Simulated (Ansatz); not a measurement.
Total energies of (LiOH)2 ring (Li2O2H2) from Ansatz at PBE-D4/def2-TZVP, gas phase (1 Eh = 27.2114 eV = 2625.5 kJ/mol). The reference geometry is relaxed at PBE0-D4/def2-TZVP.

```tsv
atom	x (Å)	y (Å)	z (Å)
Li1	0.3808	-1.0425	-0.1484
O2	-0.2458	-0.2765	1.3115
Li3	-0.3807	1.0425	0.1484
O4	0.2458	0.2764	-1.3115
H5	-0.4171	-0.4694	2.2264
H6	0.4170	0.4695	-2.2264
```

```tsv
state	geometry	energy (Eh)
charge 0 singlet	reference	-166.71253
charge 1 doublet	reference	-166.39407
charge 1 doublet	relaxed at PBE0-D4/def2-TZVP	-166.40971
free Li atom (doublet)	–	-7.46192
free O atom (triplet)	–	-75.00967
free H atom (doublet)	–	-0.49962
```

Problem. Work out the vertical ionisation energy to the doublet.

Solution. E(charge 1 doublet) − E(charge 0 singlet) = -166.39407 − (-166.71253) = 0.31846 Eh = 8.67 eV. For comparison, −ε of the highest occupied level is 5.02 eV at this level, 3.65 eV less.

Problem. How much does the charge 1 doublet relax, and what is the adiabatic ionisation energy?

Solution. Relaxation: -166.39407 − (-166.40971) = 0.01564 Eh = 0.43 eV. Adiabatic ionisation energy: 0.30282 Eh = 8.24 eV, without zero-point energy. 

Problem. What is the binding energy per atom against free atoms?

Solution. Atoms: 2 × (-7.46192) + 2 × (-75.00967) + 2 × (-0.49962) = -165.94242 Eh. Binding: -165.94242 − (-166.71253) = 0.77011 Eh = 20.96 eV, or 3.49 eV for each of 6 atoms (no zero-point energy, no counterpoise term).
